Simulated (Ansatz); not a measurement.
System: C2H4Cl2, charge 0, singlet. C2H4Cl2 (SMILES C(C)(Cl)Cl).
B3LYP-D3(BJ)/def2-TZVP minimum from Ansatz (an electronic-structure program):
```xyz
8

C     -1.6126    -0.5750     0.3089
C     -0.1806    -0.1399     0.4961
Cl     0.9362    -1.1934    -0.4372
Cl     0.0348     1.5780     0.0161
H     -1.9006    -0.4974    -0.7382
H     -1.7249    -1.6101     0.6326
H     -2.2680     0.0597     0.9058
H      0.1470    -0.2021     1.5277
```

Property: atomisation energy (electronic, to ground-state atoms), in kcal/mol. Radicals and triplets start from unrestricted determinants; spin-orbit coupling is neglected. CBS(X,Y): correlation extrapolated as X^-3, Hartree-Fock from the larger set. A bracket is a step between two methods taken in the basis named. Functionals run without relativity, which enters their misses. '+ core + X2C': CCSD(T) terms for core correlation (cc-pwCVTZ, 1s frozen past Ne) and scalar relativity (cc-pVTZ-DK). Where a partner has so few electrons that a lower coupled-cluster level is exact, that level stands in.

CCSD(T)/CBS(cc-pV(T+d)Z,cc-pV(Q+d)Z) + [CCSDT(Q) - CCSD(T)]/cc-pV(D+d)Z + core + X2C (Ansatz) gives 671.3 kcal/mol.

How far off this value is PBE/def2-TZVPD (Ansatz), in which direction, and which of these levels come nearer: r2SCAN/def2-TZVPD, PBE0/def2-TZVPD, CCSD(T)/CBS(cc-pV(T+d)Z,cc-pV(Q+d)Z) + core + X2C?

PBE gives 682.5 kcal/mol, 11.2 kcal/mol above it. Differences of the others: r2SCAN/def2-TZVPD (Ansatz) -0.1; PBE0/def2-TZVPD (Ansatz) 0.6; CCSD(T)/CBS(cc-pV(T+d)Z,cc-pV(Q+d)Z) + core + X2C (Ansatz) -0.4 kcal/mol. Nearer than PBE: r2SCAN/def2-TZVPD, PBE0/def2-TZVPD, CCSD(T)/CBS(cc-pV(T+d)Z,cc-pV(Q+d)Z) + core + X2C.
